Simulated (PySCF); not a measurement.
Isomers of C9H12O, from PBE0-D3(BJ)/def2-SVP geometry optimisation, gas phase (PySCF 2.14.0). One conformer each, no zero-point energy, no frequencies.

Question: Which isomer lies lower at this level?
A. `[CH3:1][C@H:2]1[CH2:3][C:4](=[O:5])[CH:6]=[C:7]1[CH:8]1[CH2:9][CH2:10]1` with C6–C7–C8–C9 40°: A = 2104, B = 986.6, C = 741.6 MHz, dipole 4.58 D
B. `[CH3:1][O:2][CH2:3][CH2:4][c:5]1[cH:6][cH:7][cH:8][cH:9][cH:10]1` with C1–O2–C3–C4 -77°, O2–C3–C4–C5 -177°, C3–C4–C5–C6 91° (2-phenylethyl methyl ether): A = 3889, B = 610.1, C = 556.2 MHz, dipole 1.10 D

Answer: B. That is `COCCC1=CC=CC=C1` (2-phenylethyl methyl ether), 8.0 kcal/mol below the other.

| SMILES | mapped SMILES | E (Eh) | relative (kcal/mol) | relative (kJ/mol) | dipole (D) |
| --- | --- | --- | --- | --- | --- |
| COCCc1ccccc1 | [CH3:1][O:2][CH2:3][CH2:4][c:5]1[cH:6][cH:7][cH:8][cH:9][cH:10]1 | -424.60199 | 0.0 | 0.0 | 1.10 |
| C[C@H]1CC(=O)C=C1C1CC1 | [CH3:1][C@H:2]1[CH2:3][C:4](=[O:5])[CH:6]=[C:7]1[CH:8]1[CH2:9][CH2:10]1 | -424.58922 | 8.0 | 33.5 | 4.58 |

As drawn, the lower has an aromatic ring, which the higher lacks; the higher has a three-membered ring, a C=O bond and a C=C bond outside aromatic rings, which the lower lacks.
